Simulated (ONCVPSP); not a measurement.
Building the ONCV potential for chlorine (Cl) (PBEsol, non-relativistic).

| Quantity | Value |
| --- | --- |
| Element | Cl |
| Generator | ONCVPSP 4.0.1 |
| Type | optimised norm-conserving Vanderbilt (ONCV) |
| Functional | PBEsol |
| Relativity | non-relativistic |
| Frozen core | [He] |
| Valence charge | 15 |
| Reference configuration | 2s2 2p6 3s1 3p6 |
| Partial waves | 2s+3s: rc 0.60 bohr, ncon 4, nbas 7, qcut 21.4 1/bohr, 3 projectors, debl 1.6 Ha; 2p+3p: rc 0.65 bohr, ncon 4, nbas 8, qcut 17.3 1/bohr, 2 projectors; d scattering state at 0.13 Ha: rc 0.70 bohr, ncon 4, nbas 8, qcut 14.9 1/bohr, 2 projectors, debl 3.8 Ha |
| Local potential | polynomial inside 0.50 bohr (lpopt 5, dvloc0 0 Ha) |
| Core correction | polynomial model core, fcfact 0.65 |

All-electron outer shells of the reference configuration (PBEsol, non-relativistic, ld1.x):

```
shell  level (eV)  outermost node (bohr)  outermost maximum (bohr)
   1s    -2737.36                      –                      0.06
   2s     -251.80                   0.12                      0.36
   2p     -192.66                      –                      0.30
   3s      -21.10                   0.56                      1.29
   3p       -9.11                   0.53                      1.43
```

Task: Estimate the cutoffs (Ha) at which the residual kinetic energy of the hardest occupied pseudo-wave falls to 1 and 0.1 mHa per electron.

Result: 161 Ha and 468 Ha.

Task: Does the potential have ghost states?

Result: No bound ghost flagged; GHOST(+) flags only above 600 eV.

Task: Tests: 2s2 2p6 3s2 3p5; 2s2 2p6 3s2 3p4; 2s2 2p6 3s2 3p3; 2s2 2p6 3s2 3p1. Which has the largest error in its energy relative to the reference configuration, and how large is it?

Result: 2s2 2p6 3s2 3p1, with +34 meV (all-electron minus pseudo) on +117.78 eV.
